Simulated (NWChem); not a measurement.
Species: C$_{3}$H$_{3}$ClF$_{2}$; SMILES C/C(F)=C(\F)Cl

Program: NWChem. Pople sets run with spherical d functions. Coordinates come from a PBE0/def2-SVP optimisation. Level: M05-2X/6-31G* with SMD (1 M gas to 1 M solution), gas-phase geometry.

```
solvent                dielectric constant  solvation free energy (kcal/mol)  cavity-dispersion-structure term (kcal/mol)  dipole in solution (D)
---------------------  -------------------  --------------------------------  -------------------------------------------  ----------------------
water                                 78.4                               1.4                                          4.0                    2.44
N,N-dimethylformamide                 37.2                              -1.9                                          0.7                    2.43
diethyl ether                         4.24                                 ?                                         -0.8                    2.28
1,4-dioxane                           2.21                              -0.9                                          0.5                    2.15
anisole                               4.22                              -2.1                                         -0.1                    2.28
ethylene glycol                       40.2                              -0.2                                          2.4                    2.43
n-hexane                              1.88                              -2.2                                         -1.0                    2.10
```

Problem. What belongs in the gaps?

Solution. 
- diethyl ether, solvation free energy (kcal/mol): -2.7
